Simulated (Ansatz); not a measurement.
Program: Ansatz. Geometries: PBE0-D4/def2-TZVP. ΔE: electronic, gas phase. CBS: MP2 limit from def2 TZ/QZ plus the TZ coupled-cluster correction, frozen cores. This one scheme is used for every species. DFT in def2-TZVPP. B3LYP here is the variant with VWN-RPA as its local correlation; programs differ in this. HSE06 is defined as in plane-wave codes. One conformer a species, not always the lowest.

Consider the ligand exchange at a B–N bond: `NBS` + `BS` → `BSBS` + NH₃.

| level | ΔE (kcal/mol) | difference from CCSD(T)/CBS |
| --- | --- | --- |
| PBE-D4 | 13.6 | 0.3 |
| B3LYP-D4 | 15.1 | 1.8 |
| HSE06-D4 | 13.9 | 0.6 |
| ωB97X-V | 15.0 | 1.7 |
| ωB97M-V | 15.3 | 2.0 |
| B2PLYP | 15.0 | 1.7 |
| PBE-QIDH | 13.9 | 0.6 |
| revPBE | 13.9 | 0.6 |
| BLYP | 16.0 | 2.7 |
| r2SCAN | 14.5 | 1.2 |
| r2SCAN0 | 14.8 | 1.5 |
| CAM-B3LYP | 17.3 | 4.0 |
| CCSD/def2-TZVPP | 14.7 | 1.4 |
| SCS-MP2/def2-QZVPP | 13.5 | 0.2 |
| MP2/CBS(def2) | 12.2 | -1.1 |
| CCSD/CBS(def2) | 14.0 | 0.7 |
| CCSD(T)/CBS | 13.3 | 0 |

Q: What do rigid-rotor, harmonic-oscillator terms from PBE0-D4/def2-TZVP frequencies (298.15 K, 1 bar) make of the CCSD(T)/CBS value? (An estimate is asked.)

A: Ansatz gave: ΔZPE = +0.1 kcal/mol, ΔH = +14.0 kcal/mol, ΔS = -10 J/(mol·K), ΔG = +14.7 kcal/mol.

Largest T1 diagnostic among the species: 0.015.

The D4 term adds −1.2 kcal/mol with B3LYP and −0.7 kcal/mol with PBE0; it sums over pairs of atoms, weighted by their polarisabilities, and B3LYP, whose exchange is more repulsive, gets the larger term. At CCSD(T), def2-SVP lies +4.0 kcal/mol from the extrapolated value and def2-TZVPP +0.7 kcal/mol.
